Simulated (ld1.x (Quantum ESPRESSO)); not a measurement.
# Which change was made? (Te, TM)

ld1.x (Quantum ESPRESSO) 7.5 input, shortened:

```
&input
   title='Te', zed=52., rel=2, dft='PBESOL', iswitch=3,
   config='[Kr] 4d10 5s1.5 5p4.5 5d-2', rel_dist='average'
 /
 &inputp
   pseudotype=2, tm=.true., lloc=2,
   nlcc=.false.
 /
3
5S  1  0   1.50   0.00  1.80  1.80  0.0
5P  2  1   4.50   0.00  2.15  2.15  0.0
5D  3  2  -2.00   0.30  1.95  1.95  0.0
 &test
   configts(1)='5s1.5 5p4.5'
 /
```

Open shells are filled in proportion to 2j + 1 (rel_dist='average').

Cutoffs, loose and tight: the cutoffs (Ry, on a coarse ladder) from which the occupation-weighted sum of valence levels, in a spherical-Bessel basis at the reference potential, stays within 10 and 1 mRy of its value at 400 Ry. They do not see the model core or the augmentation charge, which bear on the density cutoff. Test errors are all-electron minus pseudo excitation energies from the reference, over the configurations 5s2 5p4; 5s2 5p3; 5s2 5p2; 5s2 5p1; 5s2 5p3.5; 5s2 5p4.3; 5s2 5p0; variants that change the core or the reference have their own tests. The largest error is taken over the tests solved by every variant that gives reliable tests at all, those not shown here included: 5s2 5p2; 5s2 5p3; 5s2 5p3.5; 5s2 5p4; 5s2 5p4.3.

The base gives: outcome: generated; cutoff, loose: 21 Ry; cutoff, tight: 40 Ry; bound ghosts: s, p3/2, p1/2; largest test error (meV): -24.

(1) After one change the result is: outcome: generated; cutoff, loose: 30 Ry; cutoff, tight: 40 Ry; bound ghosts: d3/2, d5/2; largest test error (meV): -19. Which change was it?
A. scalar-relativistic
B. wave 5p (bound): rc 2.15 bohr becomes 5p (bound): rc 2.64 bohr
C. wave 5s (bound): rc 1.80 bohr becomes 5s (bound): rc 1.54 bohr
D. local potential the s channel
E. all radii scaled by about 0.88 (s 1.60, p 1.90, d 1.72 bohr)

Answers

(1) D. The others give: scalar-relativistic → outcome: generated; cutoff, loose: 21 Ry; cutoff, tight: 40 Ry; bound ghosts: s, p; largest test error (meV): -31 | all radii scaled by about 0.88 (s 1.60, p 1.90, d 1.72 bohr) → outcome: generated; cutoff, loose: 30 Ry; cutoff, tight: 60 Ry; bound ghosts: s, p3/2, p1/2; largest test error (meV): -13 | wave 5s (bound): rc 1.80 bohr becomes 5s (bound): rc 1.54 bohr → outcome: generated; cutoff, loose: 35 Ry; cutoff, tight: 80 Ry; bound ghosts: s, p3/2, p1/2; largest test error (meV): -22 | wave 5p (bound): rc 2.15 bohr becomes 5p (bound): rc 2.64 bohr → outcome: generated; cutoff, loose: 15 Ry; cutoff, tight: 35 Ry; bound ghosts: s, p1/2, p3/2; largest test error (meV): -32.
